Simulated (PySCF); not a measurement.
A side-by-side comparison of computed properties.

First species: cyclopropanol, C3H6O.
Z-matrix (Å and degrees, GFN2-xTB geometry), rows numbered from 1:
```
O 
C   1  1.3893
C   2  1.4978  1  121.83
C   2  1.4980  1  121.78  3    72.64
H   1  0.9638  2  108.86  3   -36.13
H   2  1.0819  1  108.64  3  -143.73
H   3  1.0803  2  118.11  4  -107.32
H   3  1.0784  2  118.74  4   108.40
H   4  1.0806  2  118.18  3   107.27
H   4  1.0784  2  118.77  3  -108.27
```

Second species: C7H11FS2.
SMILES: `C=CC[C@]1(SCSCC1)F`

Levels: PBE0/pcSseg-1 for HOMO energy, LUMO energy and HOMO–LUMO gap. Geometries: GFN2-xTB. All species are isolated and taken at one optimised geometry, non-relativistic unless stated; the electronic structure was computed with PySCF and density fitting.

Dipoles, sizes and rotational constants follow the conformer. The torsions of the flexible species, by atom-mapped SMILES:
- `[OH:1][CH:2]1[CH2:3][CH2:4]1`: H–O1–C2–C3 -36°

The conformers of `C=CC[C@]1(F)CCSCS1` aren't listed.

| property | column X | column Y |
| --- | --- | --- |
| HOMO energy | -7.02 eV | -6.41 eV |
| LUMO energy | 1.40 eV | -0.06 eV |
| HOMO–LUMO gap | 8.42 eV | 6.35 eV |

(1) Which column belongs to which species?

(2) How does each property change from the first species to the second?

## Answers

(1) Column X is the first species and column Y the second. The first has 10 atoms and 32 electrons, the second 21 and 94.

(2) HOMO energy +0.61 eV; LUMO energy -1.46 eV; HOMO–LUMO gap -2.07 eV.

